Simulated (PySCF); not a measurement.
1,1,2-trichloro-2-fluoroethene (C2Cl3F), SMILES FC(Cl)=C(Cl)Cl.

Coordinates come from a B3LYP-D3(BJ)/def2-SVP optimisation.

Two levels are set side by side: TDDFT-PBE/def2-SVPD (PySCF) and TDDFT-PBE0/def2-SVPD (PySCF). Vertical, same geometry. The lowest singlet is HOMO→LUMO+1 97 % with PBE and HOMO→LUMO+1 92 % with the other functional; states are paired by order. Differences are taken from unrounded values.

| quantity | TDDFT-PBE |
|---|---|
| lowest singlet excitation (eV) | 4.85 |
| lowest triplet excitation (TDA) (eV) | 3.77 |
| first bright state (f over 0.05) (eV) | 5.91 |
| its oscillator strength | 0.30 |

**Question.** These are the TDDFT-PBE values. What does TDDFT-PBE0 give? (The exact figures need the calculation; the answer reports its results.)

**Answer.** 
```json
[
 {"quantity": "lowest singlet excitation (eV)", "TDDFT-PBE0": "5.33", "TDDFT-PBE minus TDDFT-PBE0": "-0.48"},
 {"quantity": "lowest triplet excitation (TDA) (eV)", "TDDFT-PBE0": "3.73", "TDDFT-PBE minus TDDFT-PBE0": "0.04"},
 {"quantity": "first bright state (f over 0.05) (eV)", "TDDFT-PBE0": "6.30", "TDDFT-PBE minus TDDFT-PBE0": "-0.39"},
 {"quantity": "its oscillator strength", "TDDFT-PBE0": "0.38", "TDDFT-PBE minus TDDFT-PBE0": "-0.08"}
]
```

Functionals without exact exchange tend to place singlet excitations lower, as here. Differences between two approximate levels are no errors against the true value.

Rough cost on one machine, each run with all the roots and properties that it gave: TDDFT-PBE0 against TDDFT-PBE about 5 times.
